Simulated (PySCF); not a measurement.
Coordinates in bohr (charge -1 multiplicity 1):
```
Tl    0.0000    0.0000    0.0000
Cl   -2.7512   -2.7512    2.7512
Cl    2.7512    2.7512    2.7512
Cl    2.7512   -2.7512   -2.7512
Cl   -2.7512    2.7512   -2.7512
```

These are results of PBE/[Tl def2-SVPD with ECP60, Cl def2-SVPD], scalar-relativistic core potentials, density fitting, no spin–orbit coupling, PySCF, not measurements.

This geometry of [TlCl4]- is a stationary point at this level.

**Question.** What is the point group?

**Answer.** Td.

**Question.** Is it a minimum?

**Answer.** Yes: all harmonic wavenumbers are real.

**Question.** What are the dipole moment and the gap between the highest occupied and lowest empty levels?

**Answer.** 0.00 D about the centre of mass and 2.85 eV.

**Question.** Give the ideal-gas entropy at 298.15 K and 1 bar by parts.

**Answer.** translation 181.7, rotation 107.5, vibration 112.7, spin 0.0; total 401.9 J/(mol K).

Other isomers or separated fragments may lie lower. No spin–orbit coupling is included, which matters more the heavier the element.
